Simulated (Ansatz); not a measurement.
Start from `[SiH3][O][Hf]([Cl])([O][SiH3])[O][SiH3]` and change one element to get `[SiH3][O][Ti]([Cl])([O][SiH3])[O][SiH3]`.

Ansatz, PBE0-D4/def2-TZVP geometries, multiplicity 1. Each molecule was computed in one conformer, which needn't be the lowest.

Elements past krypton have def2 core potentials. Scalar relativity is left out up to krypton.

| property | `[SiH3][O][Hf]([Cl])([O][SiH3])[O][SiH3]` |
| --- | --- |
| HOMO energy (B3LYP/def2-TZVPP) / eV | -8.70 |
| HOMO–LUMO gap (PBE/def2-TZVPP) / eV | 6.03 |
| HOMO–LUMO gap (B3LYP/def2-TZVPP) / eV | 7.76 |
| HOMO–LUMO gap (ωB97M-V/def2-TZVPP) / eV | 11.86 |
| LUMO energy (PBE0/def2-TZVPP) / eV | -0.70 |
| LUMO energy (ωB97M-V/def2-TZVPP) / eV | 0.65 |

Problem. Give the same properties after the change, and the shifts. (Best estimate.)

Solution. Computed: 
```tsv
property	`[SiH3][O][Ti]([Cl])([O][SiH3])[O][SiH3]`	shift
HOMO energy (B3LYP/def2-TZVPP) / eV	-8.58	0.12
HOMO–LUMO gap (PBE/def2-TZVPP) / eV	4.43	-1.60
HOMO–LUMO gap (B3LYP/def2-TZVPP) / eV	6.24	-1.52
HOMO–LUMO gap (ωB97M-V/def2-TZVPP) / eV	11.16	-0.70
LUMO energy (PBE0/def2-TZVPP) / eV	-2.08	-1.38
LUMO energy (ωB97M-V/def2-TZVPP) / eV	0.06	-0.59
```

With PBE0 the HOMO rises by 0.08 eV and the LUMO falls by 1.38 eV, so the gap narrows by about 1.46 eV. PBE moves the HOMO by 0.07 eV and ωB97M-V by 0.11 eV.

Positive LUMOs are unbound, so they and the gaps depend on the basis.

B3LYP here is the variant with VWN-RPA as its local correlation; programs differ in this.
